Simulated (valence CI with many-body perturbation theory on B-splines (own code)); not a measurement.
Pm XLI: one-electron terms

Method: configuration interaction combined with many-body perturbation theory (CI+MBPT): three valence electrons over a frozen Dirac-Fock core [Ar], radial functions for each j: 9 s, 9 p, 10 d, 8 f, 5 g, 3 h, 1 i, with the one-electron correlation potential Σ1 (screened to all orders), the two-electron term Σ2, the three-electron term Σ3, Breit, model QED; selected single and double excitations, second order for the rest (own B-spline code, finite nucleus).

The last digits are not significant, and no measured levels were compared; by estimate large intervals hold to a few tenths of a per cent, small ones and those within an open d or f shell to about a per cent. Only levels of the ground parity were solved; by the run's estimate the other parity begins above the list, which can be wrong where configurations are misplaced.

These are the spectroscopic orbitals of the CI (the correlating ones are not listed), shaped by the core and the other valence electrons. h is the expectation value of the core's Dirac-Fock operator, without the valence repulsion; Σ1 is computed up to l = 3 at one energy for each symmetry, that of its lowest orbital but kept below the first core excitation, so for empty shells it is not the orbital's own correlation shift; Breit and QED include the response of the core.

```
Orbital  h (hartree)  Σ1 (cm⁻¹)  Breit (cm⁻¹)  QED (cm⁻¹)  ⟨r⟩ (bohr)
  4s1/2      -70.362      -8042          7586        5677      0.4740
  5s1/2      -43.109      -3065          3636        2772      0.7715
  6s1/2      -29.129      -1535          1992        1545       1.143
  4p1/2      -68.076     -10747         12139       -58.5      0.4682
  5p1/2       -41.98      -3882          5947       -22.6      0.7708
  6p1/2      -28.492      -1907          3306       -11.0       1.148
  4p3/2      -66.214     -10189          7442         511      0.4824
  5p3/2      -41.078      -3799          3658         257      0.7884
  6p3/2      -27.987      -1888          2168         146       1.169
  3d3/2      -118.27     -22068         15061       -1223      0.2109
  4d3/2       -62.94     -10449          5632        -352      0.4585
  5d3/2      -39.509      -3998          2745        -162      0.7745
  3d5/2      -117.11     -20782          7721        -541      0.2140
  4d5/2      -62.515     -10071          2906        -118      0.4623
  5d5/2      -39.298      -3825          1396       -46.9      0.7792
  4f5/2      -59.563     -25848           698        -231      0.4132
  5f5/2      -37.943     -10129           304        -108      0.7381
  4f7/2      -59.415     -21972          -169        -136      0.4149
  5f7/2      -37.863      -8608         -45.2       -59.6      0.7401
  5g7/2      -37.094                     58.2       -29.8      0.6635
  5g9/2      -37.057                    -38.8        -6.1      0.6646
```

Among the shells of the start configuration 3d3, Σ1 is largest in size for 3d3/2, where it is 0.085 % of h.

Lowest root of each symmetry, sizes in configuration state functions:

```
   J  Parity  Roots  Reference  Variational  Second order  Change by selected CI (cm⁻¹)  Change by second order (cm⁻¹)
 1/2    even      2         43         3469           747                         -5972                              0
 3/2    even      5         71         6448          5077                         -5517                              0
 5/2    even      5         79         7804         10550                         -4129                             -1
 7/2    even      3         66         7636          2039                         -5003                             -1
 9/2    even      3         49         6831          1828                         -5409                             -1
11/2    even      1         25         4717          2151                         -5869                             -2
```
